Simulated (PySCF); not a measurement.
## Identify the compound

An unknown has the formula C$_{5}$H$_{10}$O$_{2}$. Its calculated NMR data are:

¹H NMR (500 MHz, computed): δ 5.93 (br s, 1H), 1.29 (s, 9H).

¹³C{¹H} NMR (computed): δ 183.6 (C), 40.5 (C), 29.0 (CH3).

Theory: shieldings: GIAO PBE0/pcSseg-1, geometry: GFN2-xTB, in PySCF 2.14 (isolated molecule, relativity neglected, averaged over atoms made equivalent by symmetry, fast rotation or ring inversion, single conformer).

Scale: ¹H and ¹³C vs TMS (reference shieldings calculated alike).

**Question.** Propose a structure and justify it.

**Answer.** 
Rings plus π bonds: 1 (no ring in the answer). 3 carbon signals for 5 carbons: some carbons are equivalent by symmetry or fast rotation. Carbon types of the structure: 2 × C, 3 × CH3, leaving 1 H on heteroatoms. δC 183.6: carboxylic acid carbon; it is a carbonyl in resonance with an O or N lone pair, the region of acids, esters and amides. δC 40.5: quaternary sp3 carbon α to a carbonyl; α to the electron-withdrawing carbonyl group. δC 29.0: methyl carbon; saturated and bonded to C and H only. δH 5.93: hydrogen on an acid hydroxyl oxygen; exchangeable, gas-phase position. δH 1.29: hydrogen on a methyl carbon.

The compound is SMILES CC(C)(C)C(=O)O.

The shifts were computed for this structure.

The OH or NH signal is concentration- and solvent-dependent in practice; the value given is the gas-phase one. Shifts are as computed. Against solution values, carbons near 30 ppm lie about +3 ppm off and those near 130 ppm about +5 ppm. Of 1211 compounds with measured shifts, 218 miss one by over three times the rms of a fit or turn the order of signals round; such compounds aren't used in these exercises. The C=O carbon of an acid or of an amide with N–H lies up to 10 ppm further downfield in solution, through hydrogen bonding that the calculation lacks.
